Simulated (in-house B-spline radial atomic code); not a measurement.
Configurations of Pd²⁺, with energies counted from [Kr] 4d8. Method: scalar-relativistic (X2C) wB97X, spin-polarised, spherical fractional occupations, exact exchange averaged over the configuration, Fermi nucleus of rms radius 4.5318 fm. Calculated with a B-spline radial code for spherical atoms. Shells without spins written out take the highest spin.

Occupations are held fixed; configurations that lie above the ionisation limit could autoionise.

```json
{"configuration": "[Kr] 4d7 5f1", "E - E(ref) (eV)": "27.895", "highest orbital": "5f up", "its <r> (bohr)": "9.653"}
{"configuration": "[Ar] 3d10 4s2 4p5 4d8 5s1", "E - E(ref) (eV)": "57.559", "highest orbital": "5s up", "its <r> (bohr)": "2.479"}
{"configuration": "[Ar] 3d10 4s2 4p5 4d8 5d1", "E - E(ref) (eV)": "72.227", "highest orbital": "5d up", "its <r> (bohr)": "4.46"}
{"configuration": "[Ar] 3d10 4s2 4p5 4d8 4f1", "E - E(ref) (eV)": "75.777", "highest orbital": "4f up", "its <r> (bohr)": "5.604"}
```

Q: Order these further configurations by energy, lowest first.
A. [Ar] 3d10 4s2 4p5 4d8 5p1
B. [Kr] 4d7 5p1
C. [Kr] 4d7 5s1
D. [Ar] 3d10 4s2 4p5 4d9

A: C (7.1582 eV), B (13.837 eV), D (49.893 eV), A (64.31 eV).
